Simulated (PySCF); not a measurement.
C₂H₇BeNSe, SMILES [Be]([SeH])[N](C)C. Geometry: PBE-D3(BJ)/def2-SVP. The structure was generated by enumeration; whether it is a known compound was not checked. One conformer was computed; it need not be the lowest.

**Question.** Give the equilibrium geometry at PBE-D3(BJ)/def2-SVP (PySCF confirms it by a frequency run) as a Z-matrix, and its point group. (An estimate is asked for; the answer gives what the named calculation found.)

**Answer.** One answer among several that fit: point group Cs.
```
N
C 1 1.4523
H 2 1.1093 1 110.98
H 2 1.1167 3 107.55 1 -122.57
H 2 1.1168 3 107.56 4 -114.81
C 1 1.4523 2 113.13 3 -179.85
H 6 1.1093 1 110.98 2 179.85
H 6 1.1167 7 107.55 1 122.57
H 6 1.1168 7 107.56 8 114.81
Be 1 1.5101 2 123.44 3 0.41
Se 10 2.0393 2 152.28 3 -3.00
H 11 1.4872 10 91.42 2 92.86
```
